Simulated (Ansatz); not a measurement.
Geometry optimisation, RKS B3LYP-D4/def2-SVP (Ansatz).

Input file:

```yaml
crystal:
  periodic: [false, false, false]
  atoms:
    - { symbol: Zr, position_ang: [-0.129575, 0.130292, -0.047246] }
    - { symbol: Cl, position_ang: [-0.2182, 0.203472, 2.429473] }
    - { symbol: F, position_ang: [1.643853, 0.106184, -0.694364] }
    - { symbol: F, position_ang: [-0.8847, 1.74504, -0.660989] }
    - { symbol: Cl, position_ang: [-1.426426, -1.584255, -0.966944] }
    - { symbol: Br, position_ang: [1.554241, -3.036241, 1.475138] }
    - { symbol: H, position_ang: [0.947607, -2.085392, 2.462732] }
basis:
  gaussian: { orbitals: def2-SVP }
hamiltonian:
  xc: b3lyp
  dispersion: d4
relax:
  f_tol: 0.03
  max_steps: 50
```

Launched with:

```bash
$ ansatz run input.yaml --threads 4 --pin off --max-ram 5120MiB --backend cpu --events-out ev --progress --plain --runs-dir out
```

Problem. Where does it end, and by what steps?

Solution. The forces met the threshold. After 8 steps the energy has fallen by 0.175 eV; Br6 moved furthest, 0.45 Å. Joined: Zr1–Br6 (3.90 → 3.31 Å).

```json
{"step": "0", "energy less start (eV)": "0.0000", "largest force component (eV/Å)": "1.245", "accepted": "yes"}
{"step": "1", "energy less start (eV)": "-0.0716", "largest force component (eV/Å)": "1.233", "accepted": "yes"}
{"step": "2", "energy less start (eV)": "-0.1281", "largest force component (eV/Å)": "0.169", "accepted": "yes"}
{"step": "3", "energy less start (eV)": "-0.1405", "largest force component (eV/Å)": "0.176", "accepted": "yes"}
{"step": "4", "energy less start (eV)": "-0.1504", "largest force component (eV/Å)": "0.505", "accepted": "yes"}
{"step": "5", "energy less start (eV)": "-0.1644", "largest force component (eV/Å)": "0.302", "accepted": "yes"}
{"step": "6", "energy less start (eV)": "-0.1724", "largest force component (eV/Å)": "0.082", "accepted": "yes"}
{"step": "7", "energy less start (eV)": "-0.1740", "largest force component (eV/Å)": "0.061", "accepted": "yes"}
{"step": "8", "energy less start (eV)": "-0.1748", "largest force component (eV/Å)": "0.020", "accepted": "yes"}
```

```xyz
7
Properties=species:S:1:pos:R:3
Zr -0.079 0.019 0.031
Cl -0.323 0.295 2.377
F 1.690 0.063 -0.659
F -0.791 1.638 -0.635
Cl -1.472 -1.614 -0.939
Br 1.406 -2.671 1.249
H 1.056 -2.250 2.572
```

Whether the end is a true minimum wasn't checked by a vibrational analysis.

The run took 31 s on 4 threads of Arm Neoverse V2, on a shared host, peak memory 0.39 GiB.
